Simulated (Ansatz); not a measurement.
Abridged output of a molecular run in Ansatz:

```
Functional definition: HF
2434 factors; integrals over basis functions are off by at most 9.2e-4 eV
mean field evaluation 1: about -77537.8382 eV, gradient 5.3e1 eV
mean field evaluation 2: about -77538.1436 eV, gradient 5.3e1 eV
mean field evaluation 4: about -77544.6672 eV, gradient 4.6e0 eV
mean field evaluation 8: about -77544.7893 eV, gradient 3.4e-1 eV
mean field evaluation 16: about -77544.7898 eV, gradient 1.4e-6 eV
mean field -77544.78980085 eV, -2849.7184634350 hartree, gradient 1.4e-6 eV, S^2 0.000000; 0 other end points of the search recorded, 0 dependent functions left out
25 core orbitals not correlated: weight in the atoms' cores, before any rotation towards them, 1.000 or more for the frozen orbitals, at most 0.000 for the correlated occupied ones
reference -77544.78980085 eV, -2849.7184634350 hartree; 28, 28 occupied and 331, 331 virtual orbitals, 2434 factors
second order -34.56645578 eV of doubles, -0.00000000 eV of singles
cycle   1  -34.68102643 eV  change   -1.1e-1 eV  update   1.5e-1
cycle   2  -35.74699570 eV  change    -1.1e0 eV  update   4.5e-2
cycle   3  -35.94090779 eV  change   -1.9e-1 eV  update   2.4e-2
cycle   4  -35.91943915 eV  change    2.1e-2 eV  update   6.0e-3
cycle   5  -35.91583278 eV  change    3.6e-3 eV  update   3.0e-3
cycle   6  -35.91655792 eV  change   -7.3e-4 eV  update   1.0e-3
cycle   7  -35.91613228 eV  change    4.3e-4 eV  update   5.1e-4
cycle   8  -35.91591300 eV  change    2.2e-4 eV  update   2.1e-4
cycle   9  -35.91598300 eV  change   -7.0e-5 eV  update   9.9e-5
cycle  10  -35.91606796 eV  change   -8.5e-5 eV  update   3.8e-5
cycle  11  -35.91601859 eV  change    4.9e-5 eV  update   1.6e-5
perturbative correction -1.30810226 eV, -0.0480718715 hartree
Total energy: -77582.01392170 eV, -2851.0864246448 hartree
```

Its atoms:

Z-matrix (Å, degrees):
```
Sn
Ga 1 2.618
Si 1 2.581 2 115.8
N 1 2.052 2 107.0 3 113.7
H 1 1.733 2 110.9 3 -125.0
H 2 1.573 1 120.4 3 59.2
H 2 1.573 1 120.6 3 -120.0
O 3 1.661 1 113.0 2 -163.5
Si 3 2.337 1 107.2 2 77.9
H 3 1.496 1 108.1 2 -40.7
H 4 1.012 1 113.0 2 52.7
H 4 1.013 1 112.8 2 174.4
H 8 0.959 3 117.1 1 60.1
H 9 1.485 3 110.7 1 64.5
H 9 1.489 3 112.0 1 -173.4
H 9 1.490 3 107.2 1 -54.4
```

Task: Which basis set was used?
A. def2-TZVPP
B. def2-QZVPP
C. def2-SVP
D. def2-SVPD

Result: A. It gives 384 functions.

Task: Write the keys of the input that set method, charge and spin (a neutral closed shell needs none for the last two).

Result: 
```yaml
correlation: {method: ccsd_t}
```
